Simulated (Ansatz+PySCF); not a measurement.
Values are calculated unless marked as measured or tabulated.
# Several solutions for quartet FeH

```xyz
2

Fe    0.0000    0.0000    0.0000
H     0.0000    0.0000    1.6100
```

Basis set: def2-SVP (spherical functions). Charge 0, multiplicity 4.

UHF was run from several starts with Ansatz (development build ahead of 0.2.0) and PySCF 2.14.0.

| run | program | start | converged | energy (hartree) | <S²> |
| --- | --- | --- | --- | --- | --- |
| A | Ansatz | stability test followed | yes | -1262.79054 | 4.71 |
| B | PySCF | guess minao, instabilities followed | yes | -1262.79054 | 4.71 |
| C | Ansatz | search for the lowest state | yes | -1262.79054 | 4.71 |
| D | PySCF | program defaults | yes | -1262.78557 | 4.72 |
| E | PySCF | guess huckel, instabilities followed | yes | -1262.79054 | 4.71 |
| F | PySCF | guess atom, instabilities followed | yes | -1262.79054 | 4.71 |
| G | Ansatz | atomic start, no search | yes | -1262.78557 | 4.72 |

Question: Which runs reached the lowest solution of this kind, and what is wrong with the others?

Answer: A, B, C, E, F reached the lowest solution found. Converged but too high: D by 0.14 eV, G by 0.14 eV. Convergence only shows a stationary point, and even a stable one can lie too high; stability tests and further starts are what find lower ones. Caution: another spin multiplicity may lie lower. Caution: the unrestricted determinant is a mixture of spin states.
